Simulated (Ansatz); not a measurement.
`C[SiH2]OB[SiH3]` + CH₃OH → `CO[SiH3]` + `BO[SiH2]C` at 400 K and 1 bar (cleavage of the Si–B bond).

Computed with Ansatz on PBE0-D4/def2-TZVP structures; ΔE is electronic, products minus reactants. CCSD(T)/CBS is the MP2 limit (def2-TZVPP, def2-QZVPP) plus CCSD(T) − MP2 in def2-TZVPP, frozen cores. This one scheme is used for every species. One conformer a species, not always the lowest.

```
          species  CCSD(T)/CBS energy (Eh)  H − E (kJ/mol)  S (J/(mol·K))
`C[SiH2]OB[SiH3]`               -721.66573           293.8          441.6
            CH₃OH               -115.61712           151.2          252.6
       `CO[SiH3]`               -405.93001           201.0          323.1
      `BO[SiH2]C`               -431.39483           240.6          363.7
```

H − E and S are ideal-gas, rigid-rotor, harmonic terms from PBE0-D4/def2-TZVP, for one conformer and one mirror image of each species. 1 Eh = 2625.50 kJ/mol, R = 8.31446 J/(mol·K).

Task: By hand: ΔE, ΔH, ΔS and ΔG.

Result: ΔE = (-405.93001) + (-431.39483) − (-721.66573) − (-115.61712) = -0.04199 Eh = -110.2 kJ/mol. Δ(H − E) = 201.0 + 240.6 − 293.8 − 151.2 = -3.4, so ΔH = -113.6 kJ/mol. ΔS = 323.1 + 363.7 − 441.6 − 252.6 = -7.4 J/(mol·K). ΔG = -113.6 − 400 × (-7.4)/1000 = -110.6 kJ/mol.

Task: By hand: the equilibrium constant, and the temperature at which ΔG would vanish if ΔH and ΔS stayed fixed.

Result: log₁₀ K = −ΔG/(RT ln 10) = 14.4. ΔG = 0 at ΔH/ΔS = 15351 K, far beyond where these terms or the molecules hold.

The number of gas molecules stays the same, so ΔS is small and ΔH decides. A doubt of 5 kJ/mol in ΔE shifts log₁₀ K by 0.7 here. Other conformers and mirror images would add mixing entropy, several J/(mol·K) or more a flexible species. Modes under 60 cm⁻¹, often nearly free rotors, make the harmonic entropy too high. These are equilibria of isolated gas molecules and say nothing of rates. Largest T1 diagnostic: 0.013 (customary marks: 0.02 for closed shells, 0.045 for open ones).
